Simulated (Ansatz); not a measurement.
Reaction (ligand exchange at a W–F bond): `[F][W]([F])([F])(=[S])[Cl]` + HCl → `[F][W]([F])(=[S])([Cl])[Cl]` + H–F

Gas-phase electronic energies from Ansatz, PBE0-D4/def2-TZVP geometries. CBS: MP2 limit from def2 TZ/QZ plus the TZ coupled-cluster correction, frozen cores. This one scheme is used for every species. def2 core potentials past Kr. For W outer-core shells are correlated without core-valence functions, which leaves a few kJ/mol of doubt a bond.

`[F][W]([F])([F])(=[S])[Cl]`:

```xyz
6

F    -1.470   -0.047    1.126
W    -0.033   -0.024   -0.038
F    -1.045   -1.213   -1.035
F     1.412   -0.838   -0.857
S    -0.162    1.842   -0.971
Cl    1.298    0.280    1.775
```

HCl:

Z-matrix (Å, degrees):
```
Cl
H 1 1.279
```

`[F][W]([F])(=[S])([Cl])[Cl]`:

```xyz
6

F    -1.092   -1.208    0.990
W    -0.074   -0.001    0.014
F    -1.521   -0.056   -1.146
S    -0.222    1.820    1.026
Cl    1.176    0.469   -1.827
Cl    1.732   -1.024    0.943
```

H–F:

```xyz
2

F     0.233   -0.313    0.244
H    -0.233    0.313   -0.244
```

| species | CCSD(T)/CBS(def2) energy (Eh) |
| --- | --- |
| `[F][W]([F])([F])(=[S])[Cl]` | -1224.11335 |
| HCl | -460.38127 |
| `[F][W]([F])(=[S])([Cl])[Cl]` | -1584.09504 |
| H–F | -100.39570 |

Task: Work out ΔE.

Result: ΔE = (-1584.09504) + (-100.39570) − (-1224.11335) − (-460.38127) = 0.00388 Eh = +2.4 kcal/mol.

Largest T1 diagnostic among the species: 0.021, so the coupled-cluster value is less sure than usual.

The D4 term adds −2.0 kcal/mol with B3LYP and −1.0 kcal/mol with PBE0; it sums over pairs of atoms, weighted by their polarisabilities, and B3LYP, whose exchange is more repulsive, gets the larger term. In def2-TZVPP, CCSD(T) changes the Hartree–Fock value by −4.4 kcal/mol (the triples alone add −1.1 kcal/mol) and MP2 by −9.4 kcal/mol.

B3LYP here is the variant with VWN-RPA as its local correlation; programs differ in this.
